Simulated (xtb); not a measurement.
C₂H₆GaNO, SMILES C=[CH][Ga]([NH2])[OH]. All values are semi-empirical tight-binding results from xtb (GFN2-xTB unless named), good for trends rather than for accurate numbers. Geometry optimised at GFN2-xTB. The structure was generated by enumeration; whether it is a known compound was not checked. The values are those of a single conformer.

For metal compounds this method's bond lengths and energies can be far off.

```json
{
  "orbital_gap": "3.94 eV",
  "zero_point_energy": "46.8 kcal/mol",
  "G − E(el) at 298.15 K (modified RRHO)": "25.8 kcal/mol"
}
```
